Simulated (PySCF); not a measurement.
C3H6AlCl. Atoms are numbered in the order given.

```xyz
11

Al     0.2046    -0.0392     0.0000
Cl    -0.6328    -1.9898     0.0000
C      2.1446     0.1352     0.0000
H      2.4826     1.1840     0.0000
H      2.5803    -0.3611    -0.8842
H      2.5803    -0.3611     0.8842
C     -1.0209     1.4631     0.0000
C     -0.5719     2.7315     0.0000
H     -2.1110     1.3225     0.0000
H     -1.2427     3.6007     0.0000
H      0.4991     2.9720     0.0000
```
Charge 0, spin multiplicity 1.

Geometry: B3LYP-D3(BJ)/def2-SVP. The structure was generated by enumeration; whether it is a known compound was not checked. The values are those of a single conformer.

Calculation: PBE0/pcSseg-1 (PySCF).

GIAO shieldings, no solvent; atoms listed in one row are averaged. δ = σ(ref) − σ: ³⁵Cl against HCl (σ = 945.9 ppm); ¹³C against TMS (σ = 186.3 ppm); ¹H against TMS (σ = 31.56 ppm), references at their B3LYP-D3(BJ)/def2-TZVP geometries, non-relativistic (without spin–orbit terms, shifts of atoms bonded to Cl or Br come out too high).

**Question.** Estimate the chemical shifts. (Estimate from the structure and the level; the computed values follow.)

**Answer.** 
```csv
nucleus,atoms,count,δ (ppm)
³⁵Cl,Cl2,1,47.5
¹³C,C8,1,157.8
¹³C,C7,1,152.3
¹³C,C3,1,-11.0
¹H,H10,1,7.21
¹H,H9,1,6.80
¹H,H11,1,6.79
¹H,"H4, H5, H6",3,0.15
```
